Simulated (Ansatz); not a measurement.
Basis sets compared for Si(OtBu)H3 (C₄H₁₂OSi). Charge 0, multiplicity 1. Geometry PBE-D4/def2-SVP. Ansatz on 4 threads of Arm Neoverse V2 on a shared host; times are rough, and most runs start from earlier orbitals.

| atom | x (Å) | y (Å) | z (Å) |
| --- | --- | --- | --- |
| C1 | -0.241 | -0.365 | 0.137 |
| C2 | -1.181 | 0.700 | 0.720 |
| C3 | -1.009 | -1.658 | -0.160 |
| C4 | 0.932 | -0.639 | 1.088 |
| O5 | 0.264 | 0.074 | -1.142 |
| Si6 | 1.145 | 1.449 | -1.520 |
| H7 | -1.634 | 0.348 | 1.669 |
| H8 | -0.637 | 1.642 | 0.937 |
| H9 | -1.997 | 0.928 | 0.007 |
| H10 | -1.831 | -1.457 | -0.874 |
| H11 | -1.440 | -2.088 | 0.766 |
| H12 | -0.332 | -2.406 | -0.617 |
| H13 | 1.502 | 0.289 | 1.301 |
| H14 | 1.628 | -1.376 | 0.641 |
| H15 | 0.571 | -1.042 | 2.056 |
| H16 | 1.413 | 1.349 | -2.991 |
| H17 | 2.458 | 1.527 | -0.781 |
| H18 | 0.389 | 2.724 | -1.239 |

Another isomer (singlet) lies 1.12 eV lower at PBE0-D4/def2-TZVP; other spin states weren't run for this one.

Binding counts from free atoms (C triplet, O triplet, Si triplet, H doublet) in the same basis, without a counterpoise term.

```json
{"level": "PBE-D4/def2-SVP", "functions": "148", "energy (Eh)": "-523.6756", "HOMO (eV)": "-6.32", "LUMO (eV)": "-0.03", "binding per atom (eV)": "4.00", "wall time": "1.6 s"}
{"level": "PBE0-D4/def2-SVP", "functions": "148", "energy (Eh)": "-523.7418", "HOMO (eV)": "-7.86", "LUMO (eV)": "0.85", "binding per atom (eV)": "3.96", "wall time": "2 s"}
```

**Question.** Estimate the rows for PBE-D4/def2-TZVP (with forces), PBE0-D4/def2-TZVP.

**Answer.** 
```json
{"level": "PBE-D4/def2-TZVP (with forces)", "functions": "264", "energy (Eh)": "-524.0430", "HOMO (eV)": "-6.48", "LUMO (eV)": "-0.47", "binding per atom (eV)": "3.98", "wall time": "3.3 s"}
{"level": "PBE0-D4/def2-TZVP", "functions": "264", "energy (Eh)": "-524.1032", "HOMO (eV)": "-7.96", "LUMO (eV)": "0.38", "binding per atom (eV)": "3.93", "wall time": "5.5 s"}
```
